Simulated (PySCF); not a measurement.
ClH5OSi2, SMILES [SiH3]O[SiH2]Cl. Atoms are numbered in the order given.

```xyz
9

Si    -2.0234     0.2040    -0.4873
O     -0.4345     0.4813    -0.9215
Si     1.1302     0.2806    -0.4544
Cl     1.1669    -0.7097     1.3758
H     -2.2703    -1.2581    -0.3481
H     -2.8820     0.7588    -1.5661
H     -2.3302     0.8845     0.8014
H      1.7778     1.6015    -0.2756
H      1.8493    -0.5554    -1.4444
```

Geometry: B3LYP-D3(BJ)/def2-SVP. Other conformers were not sampled.

All values below come from PBE0/def2-TZVP (PySCF).

Isolated molecule, no solvent.

| Item | Result |
|---|---|
| total energy | -1117.13161 hartree |
| highest occupied level | -8.76 eV |
| lowest empty level | -0.19 eV |
| orbital gap | 8.57 eV |
| dipole moment | 0.196 e·Å |
| quadrupole, principal values (traceless, Buckingham form, about the centre of nuclear charge) | -3.67, -0.42, 4.09 D·Å |
| mean static polarisability | 63.7 bohr³ (9.44 Å³) |
| polarisability, principal values | 56.7, 64.7, 69.6 bohr³ |
